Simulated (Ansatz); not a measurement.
Input and output for BH$_{7}$OSi$_{2}$, SMILES `O[SiH2]B[SiH3]`.

```yaml
crystal:
  periodic: [false, false, false]
  atoms:
    - {symbol: O, position_ang: [-1.645298, 1.489734, 0.288148]}
    - {symbol: Si, position_ang: [-0.375621, 1.034304, 1.245784]}
    - {symbol: B, position_ang: [0.703827, -0.500334, 0.550321]}
    - {symbol: Si, position_ang: [0.509301, -1.219356, -1.311708]}
    - {symbol: H, position_ang: [-1.482530, 1.556126, -0.653892]}
    - {symbol: H, position_ang: [-0.975937, 0.764814, 2.577683]}
    - {symbol: H, position_ang: [0.617786, 2.147609, 1.400592]}
    - {symbol: H, position_ang: [1.498799, -1.010770, 1.287030]}
    - {symbol: H, position_ang: [-0.077232, -0.225829, -2.257542]}
    - {symbol: H, position_ang: [1.761423, -1.750422, -1.915045]}
    - {symbol: H, position_ang: [-0.469117, -2.342876, -1.190671]}
basis:
  gaussian: {orbitals: def2-TZVPP}
total_charge: 1
magnetization: {spin_polarized: true, initial_magnetization: 1}
hamiltonian: {xc: {name: PBEsol}, dispersion: d3bjatm}
output: {forces: true}
```

```sh
$ ansatz run in.yaml --threads 2 --pin off --events-out ev --progress --plain --max-ram 4352MiB
```

Shortened log:

```
Functional definition: PBEsol
  name "PBEsol"
  cite "Perdew et al., Phys. Rev. Lett. 100, 136406 (2008) doi:10.1103/PhysRevLett.100.136406"
  cite "Perdew, Burke & Ernzerhof, Phys. Rev. Lett. 77, 3865 (1996) doi:10.1103/PhysRevLett.77.3865"
  parent pbesol
  exchange = pbesol_x
  correlation = pbesol_c
1309 factors; their error is unknown
mean field evaluation 1: about -18517.6719 eV, gradient 6.3e1 eV
mean field evaluation 2: about -18344.2858 eV, gradient 1.4e2 eV
mean field evaluation 4: about -18525.6570 eV, gradient 3.0e1 eV
mean field evaluation 8: about -18532.3988 eV, gradient 1.7e0 eV
mean field evaluation 16: about -18532.3798 eV, gradient 4.2e-3 eV
mean field -18532.37978453 eV, -681.0523953831 hartree, gradient 1.1e-5 eV, S^2 0.752424; 4 other end points of the search recorded, 0 dependent functions left out
the calculation of the forces begins
reference -18532.37983715 eV, -681.0523973171 hartree; 24, 23 occupied and 220, 221 virtual orbitals, 1309 factors
Total energy: -18532.47821471 eV, -681.0560126256 hartree
Atom 0 at    -1.645298     1.489734     0.288148 Å, force     0.397197    -0.613247     0.889984 eV/Å
Atom 1 at    -0.375621     1.034304     1.245784 Å, force    -1.712056     1.279416     0.267461 eV/Å
Atom 2 at     0.703827    -0.500334     0.550321 Å, force     1.220040    -1.149548    -0.065717 eV/Å
Atom 3 at     0.509301    -1.219356    -1.311708 Å, force    -0.732342     0.276913    -1.107266 eV/Å
Atom 4 at    -1.482530     1.556126    -0.653892 Å, force    -0.017830     0.403611    -0.931837 eV/Å
Atom 5 at    -0.975937     0.764814     2.577683 Å, force     0.017912    -0.415347     0.097602 eV/Å
Atom 6 at     0.617786     2.147609     1.400592 Å, force     0.620408    -0.100916    -0.342604 eV/Å
Atom 7 at     1.498799    -1.010770     1.287030 Å, force    -0.031957     0.216355     0.402435 eV/Å
Atom 8 at    -0.077232    -0.225829    -2.257542 Å, force    -0.060304     0.118990     0.052211 eV/Å
Atom 9 at     1.761423    -1.750422    -1.915045 Å, force     0.496032     0.059889     0.344081 eV/Å
Atom 10 at    -0.469117    -2.342876    -1.190671 Å, force    -0.197100    -0.076116     0.393651 eV/Å
Dipole moment:     0.386174    -0.089128    -0.009458 e Å
```

It took 57 s on 2 threads of an AMD EPYC on a shared host, with 0.47 GiB of host memory at the peak.
